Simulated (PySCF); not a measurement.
How the method changes the constants of Be₂

State: singlet, closed shell. Set-up: basis Be def2-TZVPP; no relativity; PySCF 2.14. De refers to Be + Be in their ground configurations, without counterpoise correction. Levels whose curve was spin-contaminated or gave no clean fit are not listed.

```tsv
Level	Re (Å)	ωe (cm⁻¹)	De (eV)
PBE	2.444	347	0.417
r²SCAN	2.488	327	0.353
TPSSh	2.491	303	0.286
r²SCANh	2.510	310	0.307
PBE0	2.517	295	0.278
B2PLYP	2.573	225	0.086
```

The bond length runs from 2.444 Å (PBE) to 2.573 Å (B2PLYP). De spans 0.09 eV (B2PLYP, double hybrid) to 0.42 eV (PBE, GGA).

Correlated steps freeze no core orbitals. Closed-shell solutions of metal pairs were not tested for spin polarisation, which can lower them a little. The bond is weak. Basis-set superposition, not corrected here, can be much of De in a small basis, most of all at correlated wavefunction levels. Functionals without a dispersion term scatter widely for such bonds, and LDA overbinds them. B2PLYP dipoles, levels and charges come from its SCF part alone.
